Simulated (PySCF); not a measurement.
# Peak assignment

Cartesian coordinates in Å; atom numbers follow the order of the lines, from 1:
```xyz
17

F    -0.3689   -0.5251    2.7703
C    -0.7919   -0.5922    1.4596
C     0.2840   -1.1744    0.5857
C     0.7339   -0.2629   -0.2864
C     1.8015   -0.4921   -1.3062
F     2.7426    0.4551   -1.2288
F     2.3995   -1.6735   -1.1544
F     1.3018   -0.4475   -2.5465
C     0.0001    1.0253   -0.1967
C    -1.4710    0.9177   -0.5192
C    -1.0131    0.7997    0.8981
H    -1.7147   -1.2000    1.4489
H     0.6292   -2.2061    0.6632
H     0.5288    1.9697   -0.3442
H    -1.8037    0.0201   -1.0496
H    -1.9974    1.8350   -0.7957
H    -1.2677    1.5844    1.6139
```

Isolated molecule, non-relativistic Hamiltonian, one computed conformer, fast rotation and ring inversion assumed for equivalent nuclei. σ from GIAO-HF/pcSseg-2; PBE0-D3(BJ)/def2-SVP geometry; J couplings at B3LYP/pcJ-1 (spin–dipole term only in couplings to heteroatoms); PySCF.

Referencing at the same level of theory: 13C, 1H against TMS.

Problem. Assign these signals to the numbered atoms. 13C{1H} NMR (computed): δ 158.9 (qd, J = 36.9, 11.6 Hz), 141.4 (dq, J = 16.0, 3.9 Hz), 114.1 (q, J = 334.3 Hz), 87.4 (d, J = 242.5 Hz), 20.8 (d, J = 26.8 Hz), 20.0 (d, J = 3.7 Hz), 15.8 (d, J = 5.5 Hz).

Solution. 
158.9 → C4, fully substituted alkene carbon: the olefinic region
141.4 → C3, alkene CH: as expected for a trigonal carbon in a double bond
114.1 → C5, CF3 carbon: 3 electronegative neighbours deshield it
87.4 → C2, allylic sp3 CH bonded to F: deshielded by the electronegative neighbour
20.8 → C11, three-membered-ring carbon: carbons of three-membered rings are unusually shielded
20.0 → C10, three-membered-ring carbon
15.8 → C9, three-membered-ring carbon

C11 and C10 lie closer than the usual error of such a calculation, so a measured spectrum could show them in the other order.

Problem. Assign these signals to the numbered atoms. 1H NMR (400 MHz, computed): δ 6.38 (m, 1H), 4.71 (m, 1H), 1.99 (m, 1H), 1.95 (m, 1H), 1.03 (m, 1H), 0.10 (m, 1H).

Solution. 
6.38 → H13, hydrogen on an alkene CH: attached to an sp2 carbon and in the plane of the double bond
4.71 → H12, hydrogen on an allylic sp3 CH bonded to F: its carbon carries F, which withdraws density
1.99 → H14, hydrogen on a three-membered-ring carbon
1.95 → H17, hydrogen on a three-membered-ring carbon
1.03 → H16, hydrogen on a three-membered-ring carbon: cyclopropane-type protons are shielded by the ring
0.10 → H15, hydrogen on a three-membered-ring carbon

H14 and H17 lie closer than the usual error of such a calculation, so a measured spectrum could show them in the other order.

C–F couplings over four or more bonds (about 3 Hz to the para carbon of a fluoroarene) are left out. Common functionals overestimate the size of one-bond C–F couplings by tens of Hz; these are unscaled. Splittings below 1 Hz are ignored in the labels, and close J values are merged. Unscaled 3J(H,H) at this level run about 10 % above measured values. Shifts are as computed, not scaled to solution data. Of 1328 compounds with measured shifts, 309 miss one by over three times the rms of a fit or turn the order of signals round; such compounds aren't used in these exercises. Signals without a measured value on file couldn't be tested in this way.
